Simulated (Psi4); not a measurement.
Interaction energy of CF4 ··· BCl3 (SMILES FC(F)(F)F and ClB(Cl)Cl). Monomers: optimised at B3LYP-D3(BJ) (def2-TZVP), held rigid. Orientation: a random orientation, not optimised. R is the distance of the centres of mass, along which the second monomer moves.

Geometry at R = 5.60 Å (first 5 atoms: monomer A):
```
9

F     -0.6669    -0.6508    -0.9433
C      0.0000     0.0000     0.0000
F     -0.5182     1.2110     0.1516
F     -0.0890    -0.6650     1.1439
F      1.2741     0.1047    -0.3523
Cl     3.3808     1.6997    -5.5106
B      3.7763     0.8283    -4.0512
Cl     5.3305     1.0580    -3.2912
Cl     2.6181    -0.2745    -3.3523
```

Level of theory: SAPT0/jun-cc-pVDZ, frozen core run with Psi4.

Components in kcal/mol:

```
R / Å  electrostatics  exchange  induction  dispersion  total
-----  --------------  --------  ---------  ----------  -----
4.98            -2.19      6.59      -0.35       -1.44   2.61
5.23            -0.90      2.85      -0.14       -0.95   0.85
5.43            -0.43      1.44      -0.07       -0.70   0.25
5.60            -0.22      0.80      -0.04       -0.54   0.00
5.80            -0.10      0.40      -0.02       -0.40  -0.12
6.04            -0.03      0.17      -0.01       -0.29  -0.16
6.27            -0.01      0.07       0.00       -0.21  -0.15
6.56             0.00      0.03       0.00       -0.15  -0.12
7.09             0.00      0.00       0.00       -0.08  -0.07
7.79             0.00      0.00       0.00       -0.04  -0.04
8.77             0.00      0.00       0.00       -0.02  -0.02
10.13            0.00      0.00       0.00       -0.01  -0.01
```
